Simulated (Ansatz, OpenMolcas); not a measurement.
**Strength of the Si–Si bond: Si(SiH3)F3 → SiH3 + SiF3**

Species: Si(SiH3)F3, singlet; SiH3 (silyl radical) `[SiH3]`, doublet; SiF3 (trifluorosilyl) `F[Si](F)F`, doublet. 

Shapes, held fixed at every level: PBE0-D4/def2-TZVP. Programs: Ansatz 0.2.0, OpenMolcas 26.06. A level may come from different programs for different species; with the same settings they agree closely. The zero-point and thermal change to 298 K, harmonic and unscaled (PBE0-D4/def2-TZVP), is -9.6 kJ/mol.

| level | kind | ΔH(298 K) (kJ/mol) | less CCSD(T)/CBS estimate |
| --- | --- | --- | --- |
| r2SCAN-D4/def2-TZVPP | meta-GGA | +321.1 | -30.1 |
| B3LYP/6-31G* (Cartesian functions) | global hybrid | +340.6 | -10.6 |
| wB97M-V/def2-TZVPP | range-separated hybrid | +353.7 | +2.5 |
| B2PLYP/def2-TZVPP | double hybrid | +330.0 | -21.2 |
| CCSD(T)/def2-SVP | coupled cluster or CI | +327.4 | -23.8 |
| CCSD(T)/def2-TZVPP | coupled cluster or CI | +339.4 | -11.8 |
| CCSD/def2-TZVPP | coupled cluster or CI | +334.4 | -16.8 |
| CCSD(T)/CBS estimate | coupled cluster or CI | +351.2 | 0.0 |

The highest level, CCSD(T)/CBS estimate, gives ΔH(298 K) = +351.2 kJ/mol; the levels span +321.1 to +353.7. The column of differences is taken from that level and isn't an error. No measured value is set beside it here. Open shells run unrestricted unless RO is named. The CBS estimate extrapolates MP2 from def2-TZVPP and def2-QZVPP and adds CCSD(T) − MP2 in the triple-zeta set, cores frozen.
